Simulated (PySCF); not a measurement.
Working with the constants of Cu₂

CAM-B3LYP constants of Cu₂, ¹Σg⁺ (singlet), closed shell (basis Cu def2-TZVPPD; no relativity; PySCF 2.14; masses 62.9296 and 62.9296 u):

- ωe: 254.3 cm⁻¹
- ωexe: 0.873 cm⁻¹
- Be: 0.10418 cm⁻¹
- αe: 0.000543 cm⁻¹
- De to Cu (3d10 4s1) + Cu (3d10 4s1): 1.75 eV

(1) What force constant and bond length do these constants imply?

(2) Estimate the centrifugal constant D from the Kratzer relation and find the Dunham coefficient a1.

Closed-shell solutions of metal pairs were not tested for spin polarisation, which can lower them a little.

Answers

(1) Reduced mass μred = 31.465 u; k = 5.8918×10⁻⁷·μred·ωe² (u, cm⁻¹, mdyn/Å) = 1.20 mdyn/Å; Re = √(16.8576/(μred·Be)) (u, cm⁻¹, Å) = 2.268 Å.

(2) D = 4Be³/ωe² = 6.99e-08 cm⁻¹; a1 = −1 − αeωe/(6Be²) = -3.12.
